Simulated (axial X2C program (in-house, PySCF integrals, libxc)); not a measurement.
# ZrF⁺ with a deliberately poor setting

Computed with an in-house relativistic program for diatomic molecules.

The run was started with this input:
```json
{"zs": [40, 9], "q": 1, "bas": ["dyall-v3z", "dyall-v3z"], "levels": ["PBE0", "HF", "M06", "TPSS"], "cc": false, "r0": 2.18, "npts": 10, "nst": 2, "ntry": 6, "opt": {"ecut": 3.0}}
```
```bash
python so2c.py task.json out
```

Keys: zs atomic numbers; q charge; bas basis sets; levels methods; cc coupled cluster on or off; r0 starting distance in Å; npts points on the curve; nst determinants followed; ntry starts of the search; ecut virtual cutoff in hartree. HF also brings MP2.

Problem. One numerical setting was spoiled on purpose. Which, and what came out?

Solution. Virtual space cut too low. States: spin-free M_S = 1, Λ = 2; 2c Ω = 1. The apparent results, which are not to be taken for properties of ZrF⁺:

```csv
Hamiltonian,level,points converged,Re (Å),ωe (cm⁻¹),De (eV),curve-fit residual (μEh)
spin-free,PBE0,10 of 10,1.815,751,6.08,0.02
spin-free,HF,10 of 10,1.833,739,3.87,0.2
spin-free,MP2,10 of 10,1.812,789,6.05,0.41
spin-free,M06,10 of 10,1.822,737,6.34,1.4
spin-free,TPSS,10 of 10,1.831,733,6.33,0.11
2c,PBE0,10 of 10,1.816,751,6.08,0.02
2c,HF,10 of 10,1.833,738,3.85,0.24
2c,MP2,10 of 10,1.813,788,6.08,0.47
2c,M06,10 of 10,1.823,736,6.42,1.4
2c,TPSS,10 of 10,1.831,733,6.37,0.11
```
